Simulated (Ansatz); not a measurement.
Calculated with Ansatz (gas phase, PBE0-D4/def2-TZVP geometries, no zero-point term in ΔE). CCSD(T)/CBS adds triple-zeta CCSD(T) − MP2 to the extrapolated MP2 energy (def2 sets, frozen cores). This one scheme is used for every species. DFT in def2-TZVPP. Each species was taken in one conformer, which may not be the lowest.

`C=CC(=C)[SiH3]` + `[OH][Al]([OH])[Cl]` → `[OH][Al]([Cl])[O][SiH3]` + `C=CC=C`  (ligand exchange at the Si–C bond)

| level | ΔE (kJ/mol) |
| --- | --- |
| r2SCAN0-D4 | -112.7 |
| ωB97X-V | -110.7 |
| HF/def2-SVP | -138.1 |
| MP2/def2-SVP | -111.6 |

Question: What does CCSD(T)/CBS give? (Best estimate.)

Answer: Computed: -110.5 kJ/mol. The listed levels differ from it by -2.2, -0.2, -27.6, -1.1 kJ/mol.

Largest T1 diagnostic among the species: 0.012.

From BLYP to BHLYP (50 % exact exchange), in def2-TZVPP and without D4, ΔE moves by −11.8 kJ/mol. In def2-TZVPP, CCSD(T) changes the Hartree–Fock value by +31.4 kJ/mol (the triples alone add +5.2 kJ/mol) and MP2 by +33.0 kJ/mol.
